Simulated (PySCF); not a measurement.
# Property card for `FC[C@H]1C=C[CH+]C1`

Species: C₆H₈F (charge +1).
Structure used (GFN2-xTB), in Å, numbered top down from 1:
```
atom  x, y, z in Å
F1    -1.5864    0.3577    1.5014
C2    -1.8254    0.2584    0.1674
C3    -0.4746    0.0177   -0.5583
C4     0.4502    1.1512   -0.4256
C5     1.6580    0.7558    0.1093
C6     1.6140   -0.6065    0.3593
C7     0.3226   -1.1673   -0.0040
H8    -2.5012   -0.5881    0.0149
H9    -2.2935    1.1900   -0.1620
H10   -0.7356   -0.1208   -1.6154
H11    0.1856    2.1629   -0.6908
H12    2.4959    1.4011    0.3080
H13    2.4211   -1.1882    0.7774
H14    0.4160   -2.0148   -0.6921
H15   -0.1511   -1.6009    0.8885
```

Structural features include: C=C double bond and C–F bond.

From GFN2-xTB geometry:

| Property | Result |
| --- | --- |
| Rotational constants A, B, C of the GFN2-xTB geometry | 4.864, 2.172, 1.998 GHz |

**B3LYP/def2-SVPD ground state and vertical TDDFT (core frozen in the response) (PySCF)**

| Quantity | Value |
| --- | --- |
| HOMO energy | -14.01 eV |
| LUMO energy | -9.03 eV |
| HOMO–LUMO gap | 4.98 eV |
| Lowest singlet excitation | 4.01 eV (309 nm, f = 0.000) |
| Lowest triplet excitation (Tamm–Dancoff) | 3.04 eV |
| Static isotropic polarisability | 63.4 au |
| Electronic spatial extent ⟨r²⟩ about the centre of nuclear charge | 671 bohr² |

Monoisotopic mass of the ion (most abundant isotopes, electron mass counted): 99.0605 u.

The largest Löwdin shares of the HOMO are 0.33 on F1, 0.14 on C2, 0.12 on C3 and 0.12 on C5. With B = h/(8π²I), that is 505.379 GHz u Å² over I, the principal moments of inertia are 103.9, 232.7 and 252.9 u Å² (most abundant isotopes); the inertial defect Ic − Ia − Ib is -83.7 u Å² (zero for a rigid planar frame, negative otherwise). S1 lies 0.97 eV below the HOMO–LUMO gap. The principal polarisabilities are 47.9, 66.6 and 75.5 au; their mean is the isotropic value. In wavenumbers S1 is 32400 cm⁻¹ (1 eV = 8065.54 cm⁻¹). The polarisability is 9.39 Å³ as a volume (1 au = 0.148185 Å³), or 1.22 au for each of the 52 electrons.

Geometry: GFN2-xTB, one conformer, isolated ion.
